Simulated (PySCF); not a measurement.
## Computed properties of Ti(F)4(OH2) (F4H2OTi), SMILES [OH2]->[Ti]([F])([F])([F])[F], multiplicity 1

Ti(F)4(OH2) (F₄H₂OTi), SMILES [OH2]->[Ti]([F])([F])([F])[F], multiplicity 1. Geometry: PBE0-D3(BJ)/def2-SVP. The multiplicity is an assumed one; other spin states were not compared. The values are those of a single conformer. All values are computed for the isolated molecule unless a solvent is named; none is compared with measurement here.

**Structure.** The optimised structure has Cs symmetry. All 18 harmonic modes at PBE0-D3(BJ)/def2-SVP (PySCF) are real, so it is a minimum. With heavy atoms numbered as in [Ti:1]([F:2])([F:3])([F:4])([F:5])<-[OH2:6], the shortest bond between them is Ti1–F5 at 1.731 Å and the longest Ti1–O6 at 2.290 Å.

**Vibrations.** The strongest infrared lines (harmonic, unscaled, degenerate partners summed) lie at 831 cm⁻¹ (266 km/mol, F 59 %, Ti 40 %), 453 cm⁻¹ (262 km/mol, H 75 %, O 17 %), 811 cm⁻¹ (257 km/mol, F 54 %, Ti 41 %). The softest mode is at 113 cm⁻¹ and the zero-point energy is 22.1 kcal/mol.

**Electronic structure.** ωB97X/def2-TZVP (PySCF) places the frontier levels at -13.46 and -0.21 eV, a gap of 13.25 eV, and gives a dipole moment of 4.19 D and a mean polarisability of 36.9 bohr³. PBE/def2-TZVP (PySCF) at the same geometry gives -8.90 and -3.41 eV, so its gap is 7.76 eV narrower. An orbital gap is neither the optical nor the fundamental gap.

**Excitations.** TDA-PBE0/def2-SVPD (PySCF) has S1 at 6.65 eV (186 nm, f = 0.005, weak); the most intense of the 10 singlets computed lies at 7.51 eV (f = 0.01). T1 (TDA) is at 6.45 eV, 0.20 eV under S1. TDA-PBE/def2-SVPD (PySCF) puts S1 at 5.46 eV. No vertical singlet excitation falls in the visible range (under 3.1 eV).

**NMR.** GIAO shifts at B3LYP/pcSseg-1 (PySCF) (non-relativistic, atoms alike by connectivity averaged): ¹H at 2.8 ppm against TMS; ¹⁹F at 336.2 ppm against CFCl3.
